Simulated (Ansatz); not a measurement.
Calculated with Ansatz (gas phase, PBE0-D4/def2-TZVP geometries, no zero-point term in ΔE). CCSD(T)/CBS adds triple-zeta CCSD(T) − MP2 to the extrapolated MP2 energy (def2 sets, frozen cores). DFT in def2-TZVPP. B3LYP here is the variant with VWN-RPA as its local correlation; programs differ in this. For Ga outer-core shells are correlated without core-valence functions, which leaves a few kJ/mol of doubt a bond. Scalar relativity is left out up to krypton. One conformer a species, not always the lowest.

Reaction (cleavage of the Si–B bond): `C#CB[SiH2]C` + `S[SiH2][GaH2]` → `C[SiH2]S[SiH2][GaH2]` + `BC#C`

Is it downhill or uphill in electronic energy at CCSD(T)/CBS, and by how much? (Best estimate.)

Ansatz gave: Downhill: ΔE = -0.93 eV.

What do these levels give: B2PLYP, PBE, B3LYP, CCSD(T)/def2-TZVPP, HF/def2-QZVPP, MP2/CBS(def2)? (Estimate.)

The calculation gave: B2PLYP -0.82, PBE -0.69, B3LYP -0.71, CCSD(T)/def2-TZVPP -0.88, HF/def2-QZVPP -0.79, MP2/CBS(def2) -1.05 eV.

Largest T1 diagnostic among the species: 0.014.

The D4 term adds −0.16 eV with B3LYP and −0.09 eV with PBE0; it sums over pairs of atoms, weighted by their polarisabilities, and B3LYP, whose exchange is more repulsive, gets the larger term. In def2-TZVPP, CCSD(T) changes the Hartree–Fock value by −0.09 eV (the triples alone add −0.03 eV) and MP2 by −0.22 eV. From PBE to PBE0 (25 % exact exchange), in def2-TZVPP and without D4, ΔE moves by −0.07 eV.
